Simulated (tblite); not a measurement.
C₇H₁₃P.
Numbering: `[CH3:1][CH:2]=[C:3]=[P:4][C@@H:5]([CH3:6])[CH2:7][CH3:8]` (hydrogens: H9, H10, H11 on C1; H12 on C2; H13 on C5; H14, H15, H16 on C6; H17, H18 on C7; H19, H20, H21 on C8)

Computed geometry: GFN2-xTB, gas phase.

(1) What internal coordinates does the optimisation give?

## Answers

(1) 
| bond | length (pm) |
| --- | --- |
| C1–C2 | 150.0 |
| C2=C3 | 130.1 |
| C3=P4 | 163.5 |
| P4–C5 | 190.4 |
| C5–C6 | 152.3 |
| C5–C7 | 153.1 |
| C7–C8 | 152.3 |
| C1–H9, C1–H10, C1–H11 | 108.9 |
| C2–H12 | 108.6 |
| C5–H13 | 109.8 |
| C6–H14, C6–H15, C6–H16 | 108.8 |
| C7–H17 | 109.4 |
| C7–H18 | 109.4 |
| C8–H19, C8–H20, C8–H21 | 108.8 |

Bonds in one row agree within 1 pm and their mean is given. A selection of angles:
| angle | degrees |
| --- | --- |
| C1–C2–C3 | 124.6 |
| C2–C3–P4 | 174.4 |
| C3–P4–C5 | 99.8 |
| P4–C5–C6 | 112.0 |
| P4–C5–C7 | 109.3 |
| C6–C5–C7 | 113.0 |
| C5–C7–C8 | 113.6 |

Dihedral angles: C3–P4–C5–C6 50° (synclinal); P4–C5–C7–C8 -65° (synclinal).

The 2 C–P bonds span 1.635 Å (C3=P4, drawn double) to 1.904 Å (P4–C5, drawn single), a spread of 0.269 Å. Of the pairs four or more bonds apart, C3···H15 is among the closest relative to their van der Waals radii: 2.65 Å, 91 % of the sum of Bondi's values. P4 (phosphorus bonded to 2 C) is bent (angle 99.8°). The C–C distances run from 1.301 Å (C2=C3, drawn double) to 1.531 Å (C5–C7, drawn single), a spread of 0.230 Å.

Point group: C1 (no symmetry element, even within 0.4 Å). Its lowest GFN2-xTB frequency is 13 cm⁻¹, too small to tell a flat minimum from a shallow saddle. One conformer, not necessarily the lowest.
